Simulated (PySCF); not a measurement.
**Ionisation energy of Mo³⁵⁺ by level of theory**

Mo³⁵⁺ [He] 2s2 2p3 (4S) → Mo³⁶⁺ [He] 2s2 2p2 (3P), as a difference of total energies. Calculation: PySCF 2.14, in an uncontracted even-tempered set (17 s from 13 bohr⁻², ratio 2.2; 10 p from 17 bohr⁻², ratio 2.2; 6 d from 68 bohr⁻², ratio 2.4; 5 f from 100 bohr⁻², ratio 2.4; 4 g from 150 bohr⁻², ratio 2.4); no relativity, point nucleus. Correlated levels: nothing frozen; virtual orbitals above 40 to 60 times the deepest correlated orbital energy dropped. The calculations carry no spin-orbit coupling.

| method | ionisation energy (eV) |
| --- | --- |
| UHF | 4804.5 |
| LDA | 4801.0 |
| PBE | 4801.6 |
| PBE0 | 4802.6 |
| r2SCAN | 4805.0 |
| M06-L | 4804.8 |
| M06-2X | 4803.4 |
| MP2 (all electrons) | 4803.9 |
| SCS-MP2 (all electrons) | 4803.3 |

Spin-orbit coupling is strong in these open shells (close to jj coupling). The scalar numbers leave it out and a first-order estimate fails, so it can dominate the gap to the real levels.

All relativistic terms are absent from these numbers, so their closeness to the reference says little about the methods.

For comparison: 4800 ± 30 eV (semi-empirical (NIST evaluation); NIST Atomic Spectra Database, ionization energies).
